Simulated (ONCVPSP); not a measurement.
Building the ONCV potential for indium (In) (PBEsol, scalar-relativistic).

```
Element                 : indium (In)
Generator               : ONCVPSP 4.0.1
Type                    : optimised norm-conserving Vanderbilt (ONCV)
Functional              : PBEsol
Relativity              : scalar-relativistic
Frozen core             : [Kr]
Valence charge          : 13
Reference configuration : 4d10 5s2 5p1
Partial waves           : 5s: rc 1.65 bohr, ncon 5, nbas 9, qcut 3.7 1/bohr, 2 projectors, debl 1.2 Ha; 5p: rc 2.35 bohr, ncon 3, nbas 6, qcut 2.8 1/bohr, 2 projectors, debl 2.4 Ha; 4d: rc 1.65 bohr, ncon 3, nbas 8, qcut 9.3 1/bohr, 2 projectors, debl 1.5 Ha
Local potential         : polynomial inside 1.15 bohr (lpopt 5, dvloc0 0 Ha)
Core correction         : Teter function, fcfact 4, rcfact 1.35
```

All-electron outer shells of the reference configuration (PBEsol, scalar-relativistic, ld1.x):

| shell | level (eV) | outermost node (bohr) | outermost maximum (bohr) |
| --- | --- | --- | --- |
| 4s | -119.51 | 0.41 | 0.77 |
| 4p | -78.02 | 0.42 | 0.82 |
| 4d | -18.59 | 0.40 | 0.94 |
| 5s | -8.25 | 1.02 | 2.16 |
| 5p | -2.52 | 1.14 | 2.85 |

(1) Does this generation succeed?

## Answers

(1) No. ONCVPSP 4.0.1 stopped with "optimize: ERROR ps0norm > uunorm, code will stop": the continuity conditions at rc already need more norm inside rc than the all-electron wave has, so norm conservation cannot be met. It happened in the s channel.
